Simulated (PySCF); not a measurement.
This PySCF input asks for the NMR shieldings of `CC(C)(CS)[Si@H](F)S`, C4H11FS2Si; the geometry comes from GFN2-xTB.

```python
import basis_set_exchange as bse
import numpy as np
from pyscf import gto, dft
from pyscf.prop import nmr

atoms = """
C    -0.110396    1.577829   -0.106734
C    -0.145890    0.051690    0.022845
C    -0.818990   -0.549389   -1.213595
C    -0.905697   -0.338167    1.290073
S    -2.648766    0.221282    1.344535
Si    1.628394   -0.635945    0.181565
F     2.365065    0.066557    1.435688
S     2.747791   -0.120510   -1.567986
H     0.398213    1.873958   -1.021440
H    -1.124890    1.972813   -0.135663
H     0.406150    2.028179    0.739239
H    -0.947117   -1.625517   -1.103810
H    -1.794791   -0.094358   -1.375746
H    -0.216317   -0.368348   -2.101122
H    -0.449366    0.128481    2.162590
H    -0.913850   -1.418311    1.435423
H    -3.118248   -0.667246    0.471231
H     1.724953   -2.052516    0.483880
H     3.913950   -0.041231   -0.948435
"""
names = dict.fromkeys(["C", "S", "Si", "F", "H"], "pcSseg-1")
basis = {el: gto.basis.parse(bse.get_basis(n, elements=[el], fmt="nwchem")) for el, n in names.items()}
mol = gto.M(atom=atoms, basis=basis, charge=0, verbose=0)
mf = dft.RKS(mol, xc="PBE0")
mf.grids.level = 2
mf.grids.alignment = dft.numint.BLKSIZE   # the property module wants whole blocks of grid points
mf.conv_tol = 1e-9
mf.kernel()

calc = nmr.RKS(mf)   # GIAO
C = mf.mo_coeff
Co = C[:, mf.mo_occ > 0]
resp = mf.gen_response(singlet=True, hermi=2)
def vind(x):   # induced exchange potential for any number of trial vectors
    d = np.einsum("pi,xij,qj->xpq", C, 2 * x.reshape(-1, C.shape[1], Co.shape[1]), Co, optimize=True)
    return np.einsum("xpq,pi,qj->xij", resp(d - d.transpose(0, 2, 1)), C, Co, optimize=True).ravel()
mo1, _ = nmr.rhf.solve_mo1(calc, with_cphf=vind)
sigma = calc.kernel(mo1)
for i, s in enumerate(sigma):   # ppm
    w = np.linalg.eigvalsh((s + s.T) / 2)
    print("%2d %-2s iso %8.1f  s11 %8.1f  s22 %8.1f  s33 %8.1f" % (i, mol.atom_pure_symbol(i), w.mean(), *w))
```

Task: What are the results?

Result: 
```
 0 C  iso    167.2  s11    151.7  s22    161.5  s33    188.4
 1 C  iso    158.1  s11    145.5  s22    158.9  s33    170.0
 2 C  iso    168.2  s11    152.5  s22    162.8  s33    189.4
 3 C  iso    147.2  s11    121.0  s22    149.9  s33    170.6
 4 S  iso    658.4  s11    534.6  s22    605.2  s33    835.6
 5 Si iso    320.3  s11    290.4  s22    323.2  s33    347.4
 6 F  iso    354.6  s11    331.9  s22    344.9  s33    386.9
 7 S  iso    729.0  s11    621.5  s22    700.7  s33    864.8
 8 H  iso     30.6  s11     25.6  s22     29.7  s33     36.4
 9 H  iso     29.6  s11     23.8  s22     30.4  s33     34.5
10 H  iso     30.9  s11     26.4  s22     28.3  s33     38.0
11 H  iso     31.5  s11     27.3  s22     28.1  s33     39.0
12 H  iso     30.4  s11     25.5  s22     30.3  s33     35.4
13 H  iso     31.0  s11     25.4  s22     30.9  s33     36.8
14 H  iso     29.2  s11     21.8  s22     30.6  s33     35.3
15 H  iso     28.9  s11     21.1  s22     30.4  s33     35.1
16 H  iso     30.4  s11     22.0  s22     29.0  s33     40.0
17 H  iso     26.2  s11     22.9  s22     24.4  s33     31.4
18 H  iso     31.1  s11     23.0  s22     27.0  s33     43.2
```

These numbers come from an equivalent density-fitted implementation of the same equations, which agrees with the script to about 0.01 ppm for H and up to a few tenths of a ppm for heavy atoms, so last digits may differ.

Task: Turn these shieldings into chemical shifts. Chemical shifts δ = σref − σ; ¹³C (186.93 ppm) and ²⁹Si (349.16 ppm) and ¹H (31.72 ppm) vs TMS; ³³S (503.73 ppm) against CS2; ¹⁹F (170.95 ppm) vs CFCl3, all at this level.

Result: Averaging equivalent atoms: C 3: 39.7; C 1: 28.8; C 0: 19.7; C 2: 18.7; S 4: -155; S 7: -225; Si 5: 28.8; F 6: -183.6; H 17: 5.48; H 15: 2.83; H 14: 2.49; H 16: 1.36; H 8/9/10: 1.35; H 11/12/13: 0.75; H 18: 0.64 ppm. Unscaled 19F shifts against computed CFCl3 carry errors that often reach 10 to 50 ppm.

Size and cost of the density-fitted run: 212 basis functions, 99 s wall time on 1 thread of an Arm Neoverse N1, shared host; peak memory 1 GiB.
